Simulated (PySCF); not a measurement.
C2H3B2F2N.
Structure used (PBE0-D3(BJ)/def2-SVP), in Å, numbered top down from 1:
```xyz
10
C2H3B2F2N angstrom
N     -2.1266   -0.7962    0.5373
B     -1.4988   -0.1935   -0.5441
C      0.0002    0.1269   -0.4950
C      1.1957    0.3907   -0.4685
B      2.6794    0.7164   -0.4427
F      3.1145    1.8923   -0.0384
F      3.5796   -0.1686   -0.8191
H     -3.1125   -1.0201    0.5383
H     -1.6429   -1.0482    1.3901
H     -2.1377    0.0799   -1.5319
```

Jobs on this species (10 atoms, 50 electrons) with PySCF (density fitting). Hardware of each: an Arm Neoverse V2 with one thread, shared host. Other jobs ran on the host; a repeat could differ by tens of per cent or more. Peak memory is the resident size of the whole Python process, interpreter and libraries included.

| level and settings | work | basis functions | SCF cycles | wall time | peak memory |
| --- | --- | --- | --- | --- | --- |
| delta-SCF UKS PBE0, pcX-2 on the ionised atom, pcseg-1 elsewhere, spin-free X2C | ΔSCF core ionisation, 6 holes | 144 | ? | ? | ? |
| delta-SCF UKS SCAN, def2-TZVP on the ionised atom, pcseg-1 elsewhere, spin-free X2C | ΔSCF core ionisation, 6 holes | 130 | 119 | 23 s | 0.53 GiB |
| delta-SCF UKS B3LYP, pcX-2 on the ionised atom, pcseg-1 elsewhere, spin-free X2C | ΔSCF core ionisation, 6 holes | 144 | 103 | 29 s | 0.54 GiB |
| delta-SCF UKS SCAN, pcX-2 on the ionised atom, pcseg-1 elsewhere, spin-free X2C | ΔSCF core ionisation, 6 holes | 144 | 119 | 23 s | 0.47 GiB |
| delta-SCF UKS HF, pcX-2 on the ionised atom, pcseg-1 elsewhere, spin-free X2C | ΔSCF core ionisation, 6 holes | 144 | 128 | 23 s | 0.53 GiB |
| delta-SCF UKS PBE, pcX-2 on the ionised atom, pcseg-1 elsewhere, spin-free X2C | ΔSCF core ionisation, 6 holes | 144 | 111 | 14 s | 0.53 GiB |
| PBE0-D3(BJ)/def2-SVP, grid level 1 | geometry optimisation from a GFN2-xTB start shaken at random | 113 | 103 | 47 s | 0.44 GiB |
| delta-SCF UKS SCAN, pcX-1 on the ionised atom, pcseg-1 elsewhere, spin-free X2C | ΔSCF core ionisation, 6 holes | 123 | 116 | 19 s | 0.53 GiB |
| delta-SCF UKS SCAN, pcX-2 on the ionised atom, pcseg-1 elsewhere, non-relativistic | ΔSCF core ionisation, 6 holes | 144 | 119 | 23 s | 0.53 GiB |

Q: Fill in the missing figures.

A: 
- delta-SCF UKS PBE0, pcX-2 on the ionised atom, pcseg-1 elsewhere, spin-free X2C; ΔSCF core ionisation, 6 holes: 29 s, 0.53 GiB, 103 SCF cycles

Q: What do all jobs in the table cost together?

A: About 3.8 min; the longest takes about 20 % of that, and about 3.4 times as long as the shortest.
